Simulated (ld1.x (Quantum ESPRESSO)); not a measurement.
**An all-electron radial function and its pseudo partner (arsenic)**

Columns: radius, all-electron u(r) and pseudo u(r) of the 3d shell (level -40.77 eV) of arsenic in the configuration [Ne] 3s2 3p6 3d10 4s2 4p3; BP86, scalar-relativistic, TM scheme, ld1.x (Quantum ESPRESSO) 7.5.

```
r (bohr)  all-electron  pseudo
   0.042        0.0250  0.0051
   0.085        0.1347  0.0402
   0.128        0.3093  0.1277
   0.170        0.5030  0.2707
   0.212        0.6899  0.4609
   0.255        0.8560  0.6809
   0.298        0.9889  0.8953
   0.340        1.0851  1.0718
   0.382        1.1503  1.1984
   0.425        1.1885  1.2710
   0.467        1.2026  1.2923
   0.510        1.1979  1.2758
   0.552        1.1789  1.2362
   0.595        1.1485  1.1839
   0.638        1.1101  1.1281
   0.680        1.0672  1.0746
   0.722        1.0210  1.0231
   0.765        0.9717  0.9720
   0.807        0.9227  0.9227
   0.850        0.8726  0.8726
   0.892        0.8242  0.8242
   0.935        0.7760  0.7760
   0.977        0.7303  0.7303
   1.020        0.6852  0.6852
   1.062        0.6431  0.6431
   1.105        0.6021  0.6021
```

How many radial nodes do the two functions have?

The all-electron 3d function has n − l − 1 = 0; the pseudo-wave has 0.

At about which radius was the pseudo-wave matched?

0.85 bohr. The columns agree to 0.0005 from 0.77 bohr on; several derivatives are matched, so the curves merge somewhat inside the radius.

Is the pseudo-wave norm-conserving?

Yes: the TM scheme keeps the norm inside the radius equal to the all-electron one, which fixes the energy derivative of the logarithmic derivative at the level.
